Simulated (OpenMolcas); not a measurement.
# Cu: effect of the active space

```json
{
  "Program": "OpenMolcas",
  "Method": "CASSCF or its RAS form",
  "Basis": "ANO-RCC-VTZP",
  "Scalar Hamiltonian": "DKH2, point nucleus",
  "Spin-orbit coupling": "RASSI with atomic mean-field integrals over the reference wave functions, term energies averaged over their components"
}
```

A. 11 electrons in 6 orbitals (3d 4s); 2S+1 = 2 even, 6 roots; cost about 5 core-seconds
B. 11 electrons in 9 orbitals (RAS2 3d 4s; RAS3 4p, at most 2 electrons); 2S+1 = 2 even, 6 roots; 2S+1 = 2 odd, 15 roots; 2S+1 = 4 odd, 15 roots kept (CI in the orbitals of an earlier block); cost about 50 core-seconds
C. 11 electrons in 11 orbitals (3d 4s 4d); 2S+1 = 2 even, 6 roots; cost about 4 core-minutes

Energies in cm-1 above 3d10 4s 2S 1/2, the measured ground level; measured values from NIST Handbook of Basic Atomic Spectroscopic Data.

```csv
Level,A,B,C,Measured
3d9 4s2 2D 5/2,-22806,-28211,6169,11203
3d9 4s2 2D 3/2,-20815,-26220,8232,13245
3d10 4s 2S 1/2,0.0,0.0,0.0,0.0
```

A puts 3d9 4s2 2D 5/2 lowest. B puts 3d9 4s2 2D 5/2 lowest.

Deviations, from unrounded energies. A percentage is the sum of absolute deviations over the sum of measured energies, with the sign that they share, or ± where signs differ.

```json
{"Against measurement": "mean absolute deviation (cm-1)", "Levels": "2", "A": "34000", "B": "39000", "C": "5000"}
{"Against measurement": "other configurations (%)", "Levels": "2", "A": "-278.4", "B": "-322.6", "C": "-41.1"}
```

C lies closest to measurement on these levels and B furthest from it. The largest miss of C in the table is 3d9 4s2 2D 5/2, by -5000 cm-1. The ranking rests on the paired levels alone, and a cruder setting can come out closer through cancelling errors.

Among A to C the level of the table that moves most is 3d9 4s2 2D 3/2, by 34000 cm-1 (lowest in B, highest in C).

Without dynamic correlation excited terms often stand tens of per cent too high (terms of higher spin than the ground term too low), and those without a measured partner can miss by more than the paired ones. The lowest computed level is not the ground level that NIST lists (2S1/2) (holds for A; B). A single d shell beside an s shell can misplace configurations of different d count against each other (holds for A; B). No level of 3d10 4p was computed, though it lies in the active space (holds for B). Active for correlation alone: 4d; no level in the range computed is led by a configuration that fills it, so any true level of that kind is missing (holds for C). Measured partners are found by configuration, term and J. A level has none where our copy of the source lacks it or the pairing is in doubt (some pairs that miss far off the trend of their configuration count as doubtful), and it then counts in no deviation. Only configurations of the active space appear. Levels that lie high or do not pair safely by name in every column are left out.
